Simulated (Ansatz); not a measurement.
Reactions of C2H6O2Si (`O=COC[SiH3]`).

Computed with Ansatz on PBE0-D4/def2-TZVP structures; ΔE is electronic, products minus reactants. CBS: MP2 limit from def2 TZ/QZ plus the TZ coupled-cluster correction, frozen cores. This one scheme is used for every species. DFT in def2-TZVPP. B3LYP here is the variant with VWN-RPA as its local correlation; programs differ in this. Triplets are unrestricted, without spin–orbit coupling. One conformer a species, not always the lowest.

```json
{"reaction": "`O=COC[SiH3]` → `COC=O` + `[SiH2]`", "B3LYP-D4 (kJ/mol)": "212"}
{"reaction": "`O=COC[SiH3]` + `O[SiH2][SiH3]` → `[SiH3]O[SiH2][SiH3]` + `COC=O`", "B3LYP-D4 (kJ/mol)": "-127"}
{"reaction": "`O=COC[SiH3]` → `O=CC[SiH2]O`", "B3LYP-D4 (kJ/mol)": "-147"}
{"reaction": "`O=COC[SiH3]` → `[SiH3]OC1CO1`", "B3LYP-D4 (kJ/mol)": "25"}
{"reaction": "`O=COC[SiH3]` → `C1OC[SiH2]O1`", "B3LYP-D4 (kJ/mol)": "-59"}
{"reaction": "`O=COC[SiH3]` → `O=CO[SiH3]` + `[CH2]` (triplet)", "B3LYP-D4 (kJ/mol)": "294"}
{"reaction": "`O=COC[SiH3]` + H₂S → `O=COCS` + SiH₄", "B3LYP-D4 (kJ/mol)": "31"}
{"reaction": "`O=COC[SiH3]` + `C[O][AlH][SH]` → `C[O][AlH][S][SiH3]` + `COC=O`", "B3LYP-D4 (kJ/mol)": "-79"}
{"reaction": "`O=COC[SiH3]` → `CC(=O)O[SiH3]`", "B3LYP-D4 (kJ/mol)": "-166"}
{"reaction": "`O=COC[SiH3]` → `O/C=C/[SiH2]O`", "B3LYP-D4 (kJ/mol)": "-110"}
```

Q: Give the CCSD(T)/CBS values in the same order. (An estimate is asked.)

A: Ansatz gave: 215, -126, -160, 11, -77, 294, 32, -81, -173, -126 kJ/mol.

Largest T1 diagnostic: 0.016, for `O=CO[SiH3]`.
